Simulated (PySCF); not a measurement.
The Nb–F bond energy of NbF₄

Computed with B3LYP/[Nb def2-SVP with ECP28, F def2-SVP], scalar-relativistic core potentials, density fitting, no spin–orbit coupling, PySCF.

Each entry is the lowest minimum that a search over a few typed start shapes (and spin states, where more than one is plausible) found, or that minimum re-optimised at the stated level; isomers with ligand–ligand bonds, or fragments after loss of a ligand pair, can lie lower.

Total energies (Eh), which compare only within these settings: F atom -99.64047.

| species | 2S+1 | group | E (Eh) | ZPE (kJ/mol) |
| --- | --- | --- | --- | --- |
| NbF₃ | 3 | C2v | -356.43621 | 14.3 |
| NbF₄ | 2 | D2d | -456.29494 | 22.2 |

What are De and D0 for NbF₄ → NbF₃ + F?

De = [(-356.43621) + (-99.64047) − (-456.29494)] × 2625.5 = 573 kJ/mol. The zero-point energy changes by -7.9 kJ/mol, so D0 = 565 kJ/mol.

Atoms and open shells are unrestricted, without spin–orbit or basis-set superposition corrections.

One determinant describes each species, so states of open d or f shells may be missed.
